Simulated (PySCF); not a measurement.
IrO4, SMILES [O]=[Ir+]1(=[O])[O][O]1, charge +1, multiplicity 1.

The structure is a stationary point at B3LYP-D3(BJ)/def2-SVP. The multiplicity is an assumed one; other spin states were not compared. The def2 effective core potentials stand for the cores of Ir; spin–orbit coupling is left out.

Two levels are set side by side: PBE/def2-TZVP (PySCF) and ωB97X/def2-TZVP (PySCF). Same geometry, gas phase. Differences are taken from unrounded values.

```
quantity                      ωB97X
---------------------------  ------
orbital gap (eV)               7.88
highest occupied level (eV)  -18.20
lowest empty level (eV)      -10.32
mean polarisability (bohr³)    43.3
```

Task: What does PBE give, and how far is it from ωB97X? (The exact figures need the calculation; the answer reports its results.)

Result: 
| quantity | PBE | PBE minus ωB97X |
|---|---|---|
| orbital gap (eV) | 1.66 | -6.22 |
| highest occupied level (eV) | -14.40 | 3.80 |
| lowest empty level (eV) | -12.74 | -2.42 |
| mean polarisability (bohr³) | 43.4 | 0.1 |

PBE's occupied levels lie high since its potential decays too fast outside the molecule; exact exchange lowers them and widens the gap. Differences between two approximate levels are no errors against the true value.

Rough cost on one machine, each run with all the roots and properties that it gave: ωB97X against PBE within a factor of 2.
